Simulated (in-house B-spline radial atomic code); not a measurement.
Inner levels of molybdenum as electrons are removed. A shift is the extra binding of the orbital against the neutral atom ([Kr] 4d3/2(4) 4d5/2(1) 5s1). The density at the nucleus is averaged over the nuclear charge. Computed with a radial B-spline atomic code at the basis-set limit: Dirac-Hartree-Fock, jj configuration that fills j = l - 1/2 first, finite nuclei.

A number in brackets counts the electrons of a j subshell.

| ion | configuration | shift of 1s1/2 (eV) | radius of 1s1/2 (bohr) | Σ<r²> (bohr²) | change of density at nucleus (bohr⁻³) |
| --- | --- | --- | --- | --- | --- |
| Mo29+ | [Ne] 3s2 3p1/2(1) | 1506.63 | 0.035135 | 0.64262 | 659.4 |
| Mo30+ | [Ne] 3s2 | 1605.84 | 0.035129 | 0.49121 | 724.92 |
| Mo31+ | [Ne] 3s1 | 1699.42 | 0.035126 | 0.33358 | -304.08 |
| Mo32+ | [He] 2s2 2p6 | 1794.48 | 0.035124 | 0.18067 | -1372.82 |
| Mo33+ | [He] 2s2 2p1/2(2) 2p3/2(3) | 2027.57 | 0.035094 | 0.15634 | -1149.06 |
| Mo34+ | [He] 2s2 2p1/2(2) 2p3/2(2) | 2264.99 | 0.035063 | 0.13307 | -919.8 |
| Mo35+ | [He] 2s2 2p1/2(2) 2p3/2(1) | 2506.71 | 0.035031 | 0.1108 | -685.01 |
| Mo36+ | [He] 2s2 2p1/2(2) | 2752.74 | 0.034998 | 0.089492 | -444.67 |
| Mo37+ | [He] 2s2 2p1/2(1) | 3012.64 | 0.034959 | 0.070034 | -260 |
| Mo38+ | [He] 2s2 | 3277.3 | 0.03492 | 0.05145 | -73.432 |
| Mo39+ | [He] 2s1 | 3504.49 | 0.034915 | 0.02702 | -4849.84 |
| Mo40+ | 1s2 | 3734.48 | 0.034895 | 0.0032776 | -9780.22 |
| Mo41+ | 1s1 | 4470.11 | 0.034569 | 0.0016066 | -48301.6 |
